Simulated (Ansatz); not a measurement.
C$_{2}$H$_{7}$Al$_{2}$Cl (`[CH3][Al]([CH3])[AlH][Cl]`), relaxed with RKS PBE0-D4/def2-TZVP in Ansatz from a PBE-D4/def2-SVP geometry. The force threshold is 0.005 eV/Å; the program also tests the step.

Total charge 0; spin multiplicity 1.

Start:

```xyz
12

C    -1.278    1.299    0.636
Al    0.109    0.045    0.016
C     2.014    0.309    0.461
Al   -0.685   -2.021   -1.370
Cl   -2.810   -2.078   -1.673
H    -0.984    2.361    0.485
H    -2.262    1.131    0.150
H    -1.429    1.173    1.733
H     2.621    0.432   -0.463
H     2.197    1.192    1.108
H     2.430   -0.585    0.977
H     0.077   -3.258   -2.060
```

```json
{"step": "1", "energy (eV)": "-27895.3787", "largest force (eV/Å)": "0.543", "largest move (Å)": "0.000"}
{"step": "2", "energy (eV)": "-27895.4134", "largest force (eV/Å)": "0.152", "largest move (Å)": "0.026"}
{"step": "3", "energy (eV)": "-27895.4167", "largest force (eV/Å)": "0.037", "largest move (Å)": "0.020"}
{"step": "4", "energy (eV)": "-27895.4171", "largest force (eV/Å)": "0.046", "largest move (Å)": "0.027"}
{"step": "5", "energy (eV)": "-27895.4175", "largest force (eV/Å)": "0.014", "largest move (Å)": "0.013"}
{"step": "6", "energy (eV)": "-27895.4178", "largest force (eV/Å)": "0.016", "largest move (Å)": "0.032"}
{"step": "7", "energy (eV)": "-27895.4179", "largest force (eV/Å)": "0.006", "largest move (Å)": "0.016"}
{"step": "8", "energy (eV)": "-27895.4179", "largest force (eV/Å)": "0.005", "largest move (Å)": "0.012"}
{"step": "9", "energy (eV)": "-27895.4180", "largest force (eV/Å)": "0.009", "largest move (Å)": "0.014"}
{"step": "10", "energy (eV)": "-27895.4180", "largest force (eV/Å)": "0.020", "largest move (Å)": "0.026"}
{"step": "11", "energy (eV)": "-27895.4181", "largest force (eV/Å)": "0.021", "largest move (Å)": "0.007"}
{"step": "12", "energy (eV)": "-27895.4181", "largest force (eV/Å)": "0.021", "largest move (Å)": "0.024"}
{"step": "13", "energy (eV)": "-27895.4181", "largest force (eV/Å)": "0.020", "largest move (Å)": "0.012"}
{"step": "14", "energy (eV)": "-27895.4182", "largest force (eV/Å)": "0.018", "largest move (Å)": "0.007"}
{"step": "15", "energy (eV)": "-27895.4182", "largest force (eV/Å)": "0.015", "largest move (Å)": "0.012"}
{"step": "16", "energy (eV)": "-27895.4182", "largest force (eV/Å)": "0.010", "largest move (Å)": "0.017"}
{"step": "17", "energy (eV)": "-27895.4182", "largest force (eV/Å)": "0.003", "largest move (Å)": "0.018"}
{"step": "18 (rejected)", "energy (eV)": "-27895.4182", "largest force (eV/Å)": "0.048", "largest move (Å)": "0.039"}
{"step": "19", "energy (eV)": "-27895.4182", "largest force (eV/Å)": "0.004", "largest move (Å)": "0.009"}
{"step": "20 (rejected)", "energy (eV)": "-27895.4182", "largest force (eV/Å)": "0.024", "largest move (Å)": "0.035"}
{"step": "21", "energy (eV)": "-27895.4183", "largest force (eV/Å)": "0.003", "largest move (Å)": "0.017"}
```

End:

```xyz
12

C    -1.261    1.315    0.670
Al    0.075    0.032    0.038
C     1.970    0.286    0.461
Al   -0.693   -2.018   -1.383
Cl   -2.767   -2.120   -1.825
H    -1.003    2.330    0.347
H    -2.273    1.095    0.325
H    -1.276    1.337    1.766
H     2.547    0.461   -0.455
H     2.150    1.130    1.132
H     2.401   -0.611    0.919
H     0.129   -3.236   -1.995
```

It took 2.4 min on 4 threads of an Arm Neoverse N1 on a shared host, with 0.65 GiB of host memory at the peak.
